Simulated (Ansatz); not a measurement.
An input meant for CH₆CdSi⁻, that is CdMe(SiH3) with one electron more (charge -1, doublet; with a point charge).

```yaml
crystal:
  periodic: [false, false, false]
  atoms:
    - {symbol: Cd, position_ang: [0.046776, 0.281203, 2.655766]}
    - {symbol: C, position_ang: [-0.003224, -0.018797, 2.355766]}
    - {symbol: H, position_ang: [-1.012359, -0.215910, 2.723557]}
    - {symbol: H, position_ang: [0.330168, 0.941494, 2.754569]}
    - {symbol: H, position_ang: [0.661434, -0.799939, 2.730543]}
    - {symbol: Si, position_ang: [0.007569, 0.022318, -2.275271]}
    - {symbol: H, position_ang: [1.330908, 0.394628, -2.852393]}
    - {symbol: H, position_ang: [-0.986251, 0.984579, -2.832080]}
    - {symbol: H, position_ang: [-0.338875, -1.316332, -2.834217]}
basis:
  gaussian: {orbitals: def2-mTZVPP, point_charges: [{charge: 2.00, position_ang: [5.871, -0.142, -0.922]}]}
total_charge: -1
magnetization: {spin_polarized: true, initial_magnetization: 1}
hamiltonian: {xc: {name: B2GP-PLYP}}
output: {forces: true}
```

```sh
$ ansatz run in.yaml --threads 4 --pin off --events-out ev --progress --plain --max-ram 3916MiB
```

Output, abridged:

```
Functional definition: B2GP-PLYP
1094 factors; integrals over basis functions are off by at most 1.2e-3 eV
mean field evaluation 1: about -12488.2372 eV, gradient 4.3e1 eV
mean field evaluation 2: about -12488.2495 eV, gradient 4.3e1 eV
mean field evaluation 4: about -12494.0989 eV, gradient 4.3e0 eV
mean field evaluation 8: about -12494.1777 eV, gradient 1.9e-1 eV
mean field evaluation 16: about -12494.1845 eV, gradient 7.9e-3 eV
mean field evaluation 32: about -12494.1101 eV, gradient 8.6e-1 eV
a density is far from that of the atoms, so the factors are made again for it
1182 factors; integrals over basis functions are off by at most 1.2e-3 eV
mean field evaluation 64: about -12494.1847 eV, gradient 1.9e-3 eV
mean field -12494.18466042 eV, -459.1528174078 hartree, gradient 2.8e-6 eV, S^2 0.757306; 5 other end points of the search recorded, 0 dependent functions left out
6 core orbitals not correlated, not the lowest: weight in the atoms' cores, before any rotation towards them, 0.992 or more for the frozen orbitals, at most 0.003 for the correlated occupied ones
reference -12494.18480003 eV, -459.1528225383 hartree; 18, 17 occupied and 85, 86 virtual orbitals, 1182 factors
second order -16.86873626 eV of doubles, -0.00000000 eV of singles
Total energy: -12500.25754508 eV, -459.3759918028 hartree
Atom 0 at     0.046776     0.281203     2.655766 Å, force   654.976648  4060.206079  4147.816437 eV/Å
Atom 1 at    -0.003224    -0.018797     2.355766 Å, force  -708.339814 -4200.805908 -4197.532466 eV/Å
Atom 2 at    -1.012359    -0.215910     2.723557 Å, force   -32.410038   -12.454990     5.162921 eV/Å
Atom 3 at     0.330168     0.941494     2.754569 Å, force    71.098167   174.544688    38.115282 eV/Å
Atom 4 at     0.661434    -0.799939     2.730543 Å, force    14.996381   -21.481661     6.221465 eV/Å
Atom 5 at     0.007569     0.022318    -2.275271 Å, force     0.009368    -0.093960     1.930466 eV/Å
Atom 6 at     1.330908     0.394628    -2.852393 Å, force     0.334923     0.034980    -0.765632 eV/Å
Atom 7 at    -0.986251     0.984579    -2.832080 Å, force     0.157890    -0.031720    -0.412130 eV/Å
Atom 8 at    -0.338875    -1.316332    -2.834217 Å, force     0.121682     0.057396    -0.504040 eV/Å
Dipole moment:    -0.837007     0.323371     3.405237 e Å
```

(1) Something in this input is off. What?

Answers

(1) One atom was put on top of another. Self-consistency was reached. The result belongs to that input, not to the species as meant. The highest occupied level of an anion often lies above zero with these methods, and sets without diffuse functions describe the outer electron poorly.
